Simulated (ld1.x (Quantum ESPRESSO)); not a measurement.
# What one change does to a pseudopotential (N, TM)

```json
{
  "Element": "nitrogen",
  "Generator": "ld1.x (Quantum ESPRESSO) 7.5",
  "Type": "norm-conserving Troullier–Martins (Kleinman–Bylander form)",
  "Functional": "PBE",
  "Relativity": "non-relativistic",
  "Frozen core": "[He]",
  "Valence charge": "5",
  "Reference configuration": "2s2 2p3",
  "Partial waves": "2s (bound): rc 0.70 bohr; 2p (bound): rc 1.95 bohr",
  "Local potential": "all-electron potential smoothed inside 1.85 bohr (lloc = -2)",
  "Core correction": "a·sin(br)/r model core inside 0.35 bohr"
}
```

Change: scalar-relativistic.

Cutoffs: the cutoffs (Ry, on a coarse ladder) from which the occupation-weighted sum of valence levels, in a spherical-Bessel basis at the reference potential, stays within 10 and 1 mRy of its value at 400 Ry; they do not see the model core or the augmentation charge, which bear on the density cutoff. Errors are all-electron minus pseudo energies relative to the spin-unpolarised reference configuration.

What does the change do?

The potential gets neither clearly harder nor softer (140 Ry and 300 Ry → 140 Ry and 300 Ry); the errors of the 7 common tests hardly move; neither file shows a bound ghost.

| quantity | base | changed |
| --- | --- | --- |
| cutoff, loose | 140 Ry | 140 Ry |
| cutoff, tight | 300 Ry | 300 Ry |
| bound ghosts | none | none |
| error for 2s2 2p2, meV [ΔE 13.60 → 13.59 eV] | +30 | +30 |
| error for 2s2 2p1, meV [ΔE 42.46 → 42.45 eV] | +352 | +350 |
| error for 2s2 2p0, meV [ΔE 89.54 → 89.53 eV] | +1602 | +1600 |
| error for 2s2 2p2.5, meV [ΔE 5.10 eV] | +3.1 | +2.9 |
| error for 2s1 2p4, meV [ΔE 11.48 → 11.51 eV] | -3.9 | -4.1 |
| error for 2s1 2p0, meV [ΔE 167.31 → 167.35 eV] | +2598 | +2598 |
| error for 2s1 2p3, meV [ΔE 25.34 → 25.37 eV] | -84 | -85 |
| s: phases at 2.14 bohr within 0.05 rad from the reference energy up to (Ry; the scan ends near 5) | 2.3 | 2.3 |
| p: phases at 2.14 bohr within 0.05 rad from the reference energy up to (Ry; the scan ends near 5) | 1.6 | 1.6 |
